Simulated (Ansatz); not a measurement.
Geometry optimisation, Ansatz, RKS r2SCAN/6-31G*.

input.yaml

```yaml
crystal:
  periodic: [false, false, false]
  atoms:
    - { symbol: B, position_ang: [-1.069688, -0.106617, -0.410486] }
    - { symbol: C, position_ang: [0.336525, -0.299513, -1.107604] }
    - { symbol: F, position_ang: [-2.062967, -0.967051, -0.507036] }
    - { symbol: F, position_ang: [-1.320532, 1.02138, 0.290101] }
    - { symbol: H, position_ang: [0.513107, -0.337654, 2.059713] }
    - { symbol: F, position_ang: [-0.052027, -1.046178, 1.91346] }
    - { symbol: H, position_ang: [0.402101, 1.409669, 0.550374] }
    - { symbol: F, position_ang: [1.18775, 1.448612, 1.030599] }
    - { symbol: H, position_ang: [0.223544, -0.83749, -2.05602] }
    - { symbol: H, position_ang: [0.871378, 0.634221, -1.299873] }
    - { symbol: H, position_ang: [0.971111, -0.919578, -0.463025] }
basis:
  gaussian: { orbitals: "6-31G*" }
hamiltonian:
  xc: r2scan
relax:
  f_tol: 0.03
  max_steps: 50
```

Command:

```bash
$ ansatz run input.yaml --threads 2 --pin off --max-ram 3072MiB --backend cpu --events-out ev --progress --plain --runs-dir out
```

**Question.** Where does it end, and by what steps?

**Answer.** It converged. After 14 steps the energy has fallen by 0.415 eV; H11 moved furthest, 0.97 Å.

| step | energy less start (eV) | largest force component (eV/Å) | accepted |
| --- | --- | --- | --- |
| 0 | 0.0000 | 1.166 | yes |
| 1 | -0.1956 | 0.813 | yes |
| 2 | -0.2719 | 0.713 | yes |
| 3 | -0.3026 | 0.479 | yes |
| 4 | -0.3224 | 0.531 | yes |
| 5 | -0.3400 | 0.440 | yes |
| 6 | -0.3680 | 0.150 | yes |
| 7 | -0.3737 | 0.401 | yes |
| 8 | -0.3993 | 0.202 | yes |
| 9 | -0.4088 | 0.113 | yes |
| 10 | -0.4120 | 0.192 | yes |
| 11 | -0.4130 | 0.180 | yes |
| 12 | -0.4145 | 0.043 | yes |
| 13 | -0.4147 | 0.038 | yes |
| 14 | -0.4148 | 0.013 | yes |

```xyz
11
Properties=species:S:1:pos:R:3
B -0.848 -0.288 -0.208
C 0.365 -0.519 -1.166
F -1.874 -1.126 -0.106
F -1.158 1.018 0.162
H 0.523 0.096 1.685
F 0.036 -0.728 1.515
H 0.088 1.689 0.918
F 0.876 1.582 1.461
H 0.076 -0.288 -2.201
H 1.216 0.124 -0.916
H 0.701 -1.561 -1.145
```

The run took 34 s on 2 threads of Intel(R) Xeon(R) Platinum 8488C (Sapphire Rapids) (shared host), peak memory 0.17 GiB.
